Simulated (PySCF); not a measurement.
## Calculated data, BH$_{3}$NSi, BH$_{3}$NOSi, BH$_{3}$N$_{2}$Si, C$_{2}$H$_{5}$AlB and others

Calculation on a computer-drawn molecule: optimised geometry and harmonic frequencies of an isolated molecule of the commonest isotopes, restricted reference for singlets and unrestricted otherwise, frozen core in MP2. Program: PySCF 2.14.0.

```yaml
- entry: 1
  formula: BH3NSi
  start_structure:
    atoms_angstrom:
      - [B, -1.2854, 0.1509, -0.9577]
      - ["N", -1.2266, -0.479, 0.1107]
      - [Si, -1.1218, -1.405, 1.6568]
      - [H, -1.3344, 0.6616, -1.9696]
      - [H, -2.4456, -1.153, 2.1665]
      - [H, -0.2301, -0.5241, 2.4475]
  given:
    charge: -1
    multiplicity: 1
    method: HF
    basis: "aug-cc-pV(D+d)Z"
    drawn_bonds_atom: [1, 2, 1, 3, 3]
    drawn_bonds_other_atom: [2, 3, 4, 5, 6]
    drawn_bonds_order: [2, 1, 1, 1, 1]
  results:
    optimised_atom_element: [B, "N", Si, H, H, H]
    "optimised_atom_x [angstrom]": [-1.28, -1.23, -1.09, -1.327, -2.446, -0.2713]
    "optimised_atom_y [angstrom]": [0.1348, -0.442, -1.481, 0.685, -1.136, -0.5095]
    "optimised_atom_z [angstrom]": [-0.9778, 0.1101, 1.611, -2.016, 2.248, 2.479]
    "modes_frequency [cm^-1]": [202.7, 232.2, 546.2, 776.6, 806.0, 817.3, 853.0, 1020, 1938, 1961, 1982, 2911]
    "modes_reduced_mass [dalton]": [3.286, 3.49, 10.81, 1.376, 1.227, 1.215, 1.149, 1.046, 1.047, 1.217, 2.799, 1.217]
    "rotational_constants [GHz]": [112.1, 5.102, 5.066]
    "total_energy [hartree]": -369.8211
    "convergence_status_largest_gradient_component [hartree/bohr]": 1.823e-05
- entry: 2
  formula: BH3NSi
  start_structure:
    atoms_angstrom:
      - [B, -1.2796, 0.1348, -0.9778]
      - ["N", -1.2297, -0.442, 0.1101]
      - [Si, -1.0895, -1.4806, 1.6109]
      - [H, -1.3273, 0.685, -2.0163]
      - [H, -2.4464, -1.1364, 2.2483]
      - [H, -0.2713, -0.5095, 2.479]
  given:
    charge: -1
    multiplicity: 1
    method: MP2
    basis: "aug-cc-pV(D+d)Z"
    drawn_bonds_atom: [1, 2, 1, 3, 3]
    drawn_bonds_other_atom: [2, 3, 4, 5, 6]
    drawn_bonds_order: [2, 1, 1, 1, 1]
  results:
    optimised_atom_element: [B, "N", Si, H, H, H]
    "optimised_atom_x [angstrom]": [-1.281, -1.23, -1.084, -1.328, -2.441, -0.2799]
    "optimised_atom_y [angstrom]": [0.1491, -0.4441, -1.51, 0.6998, -1.133, -0.5108]
    "optimised_atom_z [angstrom]": [-1.003, 0.1223, 1.637, -2.049, 2.259, 2.488]
    "modes_frequency [cm^-1]": [193.3, 221.9, 507.8, 623.0, 673.8, 759.8, 784.9, 963.9, 1750, 1946, 1958, 2827]
    "modes_reduced_mass [dalton]": [3.401, 3.645, 10.71, 1.363, 1.343, 1.098, 1.14, 1.045, 5.504, 1.047, 1.035, 1.175]
    "rotational_constants [GHz]": [110.8, 4.916, 4.888]
    "total_energy [hartree]": -370.1991
    "convergence_status_largest_gradient_component [hartree/bohr]": 1.364e-05
- entry: 3
  formula: BH3NOSi
  start_structure:
    atoms_angstrom:
      - [B, -2.0824, -2.1679, -0.5565]
      - ["N", -1.4856, -1.9742, -1.7743]
      - [Si, -0.534, -1.684, -3.119]
      - [O, -0.3481, -0.082, -3.5018]
      - [H, -2.6339, -2.346, 0.3638]
      - [H, -1.1717, -2.3473, -4.245]
      - [H, -1.0037, 0.4909, -3.4821]
  given:
    charge: 0
    multiplicity: 2
    method: HF
    basis: "cc-pV(D+d)Z"
    drawn_bonds_atom: [1, 2, 3, 1, 3, 4]
    drawn_bonds_other_atom: [2, 3, 4, 5, 6, 7]
    drawn_bonds_order: [2, 1, 1, 1, 1, 1]
  results:
    optimised_atom_element: [B, "N", Si, O, H, H, H]
    "optimised_atom_x [angstrom]": [-2.078, -1.508, -0.5895, -0.7967, -2.62, -1.033, -0.6345]
    "optimised_atom_y [angstrom]": [-2.142, -1.896, -1.644, -0.1199, -2.368, -2.556, 0.6159]
    "optimised_atom_z [angstrom]": [-0.6513, -1.729, -3.147, -3.75, 0.363, -4.222, -3.178]
    "modes_frequency [cm^-1]": [134.0, 181.0, 207.1, 371.0, 720.6, 768.0, 817.7, 831.4, 838.8, 910.4, 925.6, 1968, 2298, 2988, 4174]
    "modes_reduced_mass [dalton]": [3.352, 2.433, 1.53, 4.853, 4.967, 1.303, 1.348, 1.342, 1.299, 2.998, 1.407, 5.24, 1.043, 1.194, 1.067]
    "rotational_constants [GHz]": [21.57, 3.615, 3.158]
    "total_energy [hartree]": -444.7341
    spin_squared: 0.7552
    "convergence_status_largest_gradient_component [hartree/bohr]": 3.821e-05
- entry: 4
  formula: BH3NOSi
  start_structure:
    atoms_angstrom:
      - [B, -2.0777, -2.1424, -0.6513]
      - ["N", -1.5084, -1.8964, -1.7295]
      - [Si, -0.5895, -1.6436, -3.1472]
      - [O, -0.7967, -0.1199, -3.7496]
      - [H, -2.6198, -2.3681, 0.363]
      - [H, -1.0328, -2.5561, -4.222]
      - [H, -0.6345, 0.6159, -3.1784]
  given:
    charge: 0
    multiplicity: 2
    method: MP2
    basis: "cc-pV(D+d)Z"
    drawn_bonds_atom: [1, 2, 3, 1, 3, 4]
    drawn_bonds_other_atom: [2, 3, 4, 5, 6, 7]
    drawn_bonds_order: [2, 1, 1, 1, 1, 1]
  results:
    optimised_atom_element: [B, "N", Si, O, H, H, H]
    "optimised_atom_x [angstrom]": [-2.096, -1.533, -0.5863, -0.8215, -2.631, -1.014, -0.5772]
    "optimised_atom_y [angstrom]": [-2.163, -1.901, -1.621, -0.09724, -2.4, -2.555, 0.6265]
    "optimised_atom_z [angstrom]": [-0.6192, -1.729, -3.152, -3.797, 0.4056, -4.219, -3.205]
    "modes_frequency [cm^-1]": [119.8, 170.2, 234.5, 345.7, 670.7, 709.2, 719.2, 725.4, 799.2, 873.0, 908.5, 1829, 2269, 2906, 3887]
    "modes_reduced_mass [dalton]": [3.639, 3.444, 1.388, 4.131, 6.372, 1.351, 1.229, 1.326, 1.284, 3.448, 1.281, 5.628, 1.043, 1.176, 1.066]
    "rotational_constants [GHz]": [21.65, 3.473, 3.057]
    "total_energy [hartree]": -445.2374
    spin_squared: 0.7558
    "convergence_status_largest_gradient_component [hartree/bohr]": 2.448e-05
- entry: 5
  formula: BH3N2Si
  start_structure:
    atoms_angstrom:
      - [B, -2.5082, -0.8176, -0.6011]
      - ["N", -1.3837, -0.2701, -0.4125]
      - [Si, 0.222, 0.2624, 0.0173]
      - ["N", 0.088, 1.8437, -0.8304]
      - [H, -3.5177, -1.257, -0.7865]
      - [H, -0.7826, 2.1117, -1.2779]
      - [H, 0.8262, 2.4825, -0.8121]
  given:
    charge: 0
    multiplicity: 1
    method: HF
    basis: "cc-pV(D+d)Z"
    drawn_bonds_atom: [1, 2, 3, 1, 4, 4]
    drawn_bonds_other_atom: [2, 3, 4, 5, 6, 7]
    drawn_bonds_order: [2, 1, 1, 1, 1, 1]
  results:
    optimised_atom_element: [B, "N", Si, "N", H, H, H]
    "optimised_atom_x [angstrom]": [-2.529, -1.452, 0.1424, 0.1062, -3.548, -0.6704, 0.8947]
    "optimised_atom_y [angstrom]": [-0.8494, -0.2408, 0.3159, 1.846, -1.412, 2.233, 2.464]
    "optimised_atom_z [angstrom]": [-0.5867, -0.4412, -0.05616, -0.8036, -0.7304, -1.307, -0.7779]
    "modes_frequency [cm^-1]": [151.5, 165.4, 368.9, 505.9, 578.1, 678.4, 817.4, 835.6, 843.4, 900.5, 1677, 1952, 2983, 3767, 3876]
    "modes_reduced_mass [dalton]": [3.348, 3.792, 3.746, 1.244, 1.073, 5.243, 1.347, 1.36, 1.834, 3.834, 1.132, 5.239, 1.192, 1.051, 1.097]
    "rotational_constants [GHz]": [20.27, 3.895, 3.267]
    "total_energy [hartree]": -424.3166
    "convergence_status_largest_gradient_component [hartree/bohr]": 4.46e-05
- entry: 6
  formula: BH3N2Si
  start_structure:
    atoms_angstrom:
      - [B, -2.5292, -0.8494, -0.5867]
      - ["N", -1.4521, -0.2408, -0.4412]
      - [Si, 0.1424, 0.3159, -0.0562]
      - ["N", 0.1062, 1.8456, -0.8036]
      - [H, -3.5477, -1.4124, -0.7304]
      - [H, -0.6704, 2.2331, -1.3073]
      - [H, 0.8947, 2.4637, -0.7779]
  given:
    charge: 0
    multiplicity: 1
    method: MP2
    basis: "cc-pV(D+d)Z"
    drawn_bonds_atom: [1, 2, 3, 1, 4, 4]
    drawn_bonds_other_atom: [2, 3, 4, 5, 6, 7]
    drawn_bonds_order: [2, 1, 1, 1, 1, 1]
  results:
    optimised_atom_element: [B, "N", Si, "N", H, H, H]
    "optimised_atom_x [angstrom]": [-2.546, -1.442, 0.1843, 0.1125, -3.576, -0.6902, 0.9017]
    "optimised_atom_y [angstrom]": [-0.8563, -0.2396, 0.3117, 1.846, -1.413, 2.219, 2.489]
    "optimised_atom_z [angstrom]": [-0.59, -0.436, -0.03704, -0.8018, -0.7428, -1.308, -0.788]
    "modes_frequency [cm^-1]": [134.6, 149.5, 338.4, 476.8, 580.6, 622.7, 702.4, 728.3, 777.6, 867.7, 1545, 1801, 2898, 3571, 3700]
    "modes_reduced_mass [dalton]": [3.437, 3.96, 3.786, 1.248, 1.07, 5.164, 1.332, 1.336, 1.631, 5.07, 1.137, 5.645, 1.173, 1.05, 1.097]
    "rotational_constants [GHz]": [19.29, 3.834, 3.198]
    "total_energy [hartree]": -424.8068
    "convergence_status_largest_gradient_component [hartree/bohr]": 2.394e-05
- entry: 7
  formula: C2H5AlB
  start_structure:
    atoms_angstrom:
      - [B, -0.6383, -0.457, 2.1283]
      - [C, -1.0721, 0.1076, 0.9639]
      - [Al, -0.0705, -0.3775, -0.7289]
      - [C, -0.4447, 0.2585, -2.5303]
      - [H, -0.2458, -1.0296, 3.0434]
      - [H, -1.9073, 0.9001, 0.6458]
      - [H, 1.058, -1.3911, -0.6493]
      - [H, 0.1347, -0.0498, -3.3859]
      - [H, -1.2191, 0.9577, -2.8638]
  given:
    charge: 0
    multiplicity: 2
    method: HF
    basis: "cc-pV(D+d)Z"
    drawn_bonds_atom: [1, 2, 3, 1, 2, 3, 4, 4]
    drawn_bonds_other_atom: [2, 3, 4, 5, 6, 7, 8, 9]
    drawn_bonds_order: [2, 1, 1, 1, 1, 1, 1, 1]
  results:
    optimised_atom_element: [B, C, Al, C, H, H, H, H, H]
    "optimised_atom_x [angstrom]": [-0.6564, -1.107, -0.07273, -0.4454, -0.1888, -1.912, 1.1, 0.1114, -1.234]
    "optimised_atom_y [angstrom]": [-0.4355, 0.1733, -0.4118, 0.2529, -1.013, 0.8859, -1.455, -0.04515, 0.9679]
    "optimised_atom_z [angstrom]": [1.966, 0.8233, -0.7004, -2.477, 2.878, 0.6918, -0.4798, -3.366, -2.713]
    "modes_frequency [cm^-1]": [99.88, 130.8, 203.5, 209.5, 509.1, 566.9, 578.2, 619.1, 640.6, 722.0, 777.4, 780.1, 832.8, 950.4, 1484, 1558, 1966, 2934, 3233, 3314, 3365]
    "modes_reduced_mass [dalton]": [3.142, 2.79, 3.111, 1.056, 1.288, 1.105, 1.203, 3.925, 1.368, 3.078, 1.415, 1.251, 1.287, 1.547, 1.126, 5.207, 1.041, 1.134, 1.056, 1.109, 1.096]
    "rotational_constants [GHz]": [22.83, 3.098, 2.728]
    "total_energy [hartree]": -345.1733
    spin_squared: 0.7587
    "convergence_status_largest_gradient_component [hartree/bohr]": 1.489e-05
- entry: 8
  formula: CH4Al2B
  start_structure:
    atoms_angstrom:
      - [B, -2.4784, 0.2203, -1.295]
      - [C, -1.2514, -0.2659, -0.8758]
      - [Al, 0.281, 0.7777, 0.0142]
      - [Al, 2.3357, 1.9445, 1.0666]
      - [H, -3.4374, 0.7866, -1.5545]
      - [H, -0.7971, -1.2337, -0.8836]
      - [H, 2.9233, 0.3976, 0.9979]
      - [H, 3.4362, 2.8891, 1.7622]
  given:
    charge: 0
    multiplicity: 2
    method: HF
    basis: "cc-pV(D+d)Z"
    drawn_bonds_atom: [1, 2, 3, 1, 2, 4, 4]
    drawn_bonds_other_atom: [2, 3, 4, 5, 6, 7, 8]
    drawn_bonds_order: [2, 1, 1, 1, 1, 1, 1]
  results:
    optimised_atom_element: [B, C, Al, Al, H, H, H, H]
    "optimised_atom_x [angstrom]": [-1.425, -1.388, 0.21, 1.916, -1.36, -1.982, 3.268, 1.773]
    "optimised_atom_y [angstrom]": [0.5682, -0.6008, -0.3676, 1.58, 1.604, -1.498, 1.544, 2.687]
    "optimised_atom_z [angstrom]": [-1.208, -0.4988, 0.5841, 0.7493, -1.762, -0.4281, -0.08248, 1.878]
    "modes_frequency [cm^-1]": [79.37, 134.0, 138.7, 225.9, 315.9, 369.1, 537.5, 563.2, 645.6, 756.0, 780.8, 827.1, 879.4, 1546, 1952, 1954, 2933, 3411]
    "modes_reduced_mass [dalton]": [4.763, 1.136, 2.485, 4.333, 9.147, 1.188, 1.185, 1.276, 4.684, 1.12, 1.225, 1.069, 1.511, 4.853, 1.025, 1.059, 1.133, 1.1]
    "rotational_constants [GHz]": [10.31, 2.145, 1.823]
    "total_energy [hartree]": -548.6402
    spin_squared: 0.7954
    "convergence_status_largest_gradient_component [hartree/bohr]": 1.849e-05
```
